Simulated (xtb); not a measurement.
Species: C₅H₁₆Si₂, SMILES `CCC([SiH3])([SiH3])CC` (charge 0, multiplicity 1).

**Question.** Give a relaxed geometry from GFN2-xTB (xtb).

**Answer.** This is not unique; one that fits is the end point of this relaxation, one of several conformers (outside a Z-matrix the atoms follow the SMILES, hydrogens last).
Cartesian coordinates (Å) in one orientation:
```xyz
23

C     -2.169    -0.987     0.390
C     -0.668    -1.110     0.167
C      0.032     0.203    -0.215
Si    -0.079     1.475     1.211
Si    -0.739     0.942    -1.809
C      1.507    -0.095    -0.551
C      2.343    -0.662     0.593
H     -2.676    -0.682    -0.522
H     -2.383    -0.256     1.166
H     -2.580    -1.946     0.702
H     -0.491    -1.850    -0.622
H     -0.224    -1.505     1.085
H      0.074     0.814     2.512
H     -1.371     2.166     1.210
H      0.978     2.476     1.051
H     -2.057     1.532    -1.576
H     -0.859    -0.116    -2.818
H      0.147     1.988    -2.324
H      1.985     0.829    -0.891
H      1.547    -0.802    -1.386
H      3.372    -0.795     0.265
H      2.340     0.014     1.445
H      1.968    -1.630     0.917
```
